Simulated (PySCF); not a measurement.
## Titanium: a sound run and one with changed settings

Sound run: Ti [Ar] 3d2 4s2, Ti⁺ [Ar] 3d2 4s1. Calculation: PySCF 2.14, in def2-TZVP (6s4p4d1f, 45 functions); the non-relativistic Hamiltonian (point nucleus). In the sound run the correlated levels freeze [Ar]. The sound run starts from symmetry-adapted Hartree-Fock orbitals and uses a fine grid where one is needed.

Changed run: scalar relativity by spin-free X2C-1e. This setting is unsound on purpose.

| species | method | sound run (hartree) | changed run (hartree) | converged |
| --- | --- | --- | --- | --- |
| Ti | UHF | -848.39462 | -852.08700 | yes |
| Ti | B3LYP | -849.36705 | -853.05777 | yes |
| Ti | BP86 | -849.44019 | -853.13066 | yes |
| Ti | MP2 | -848.42895 | -852.12175 | yes |
| Ti⁺ | UHF | -848.19141 | -851.88270 | yes |
| Ti⁺ | B3LYP | -849.11617 | -852.80520 | yes |
| Ti⁺ | BP86 | -849.18960 | -852.87838 | yes |
| Ti⁺ | MP2 | -848.20011 | -851.89156 | yes |

Ionisation energy of Ti:

```tsv
method	sound run (eV)	changed run (eV)
UHF	5.530	5.559
B3LYP	6.827	6.873
BP86	6.819	6.865
MP2	6.227	6.264
SCS-MP2	6.373	6.411
```

Most of the change in total energy is the relativistic energy itself. On top of that the contraction fixes the core shape for the Hamiltonian it was made with, so the changed run is not a good calculation with the other Hamiltonian either.

For comparison, NIST gives 6.828 eV between the lowest levels.
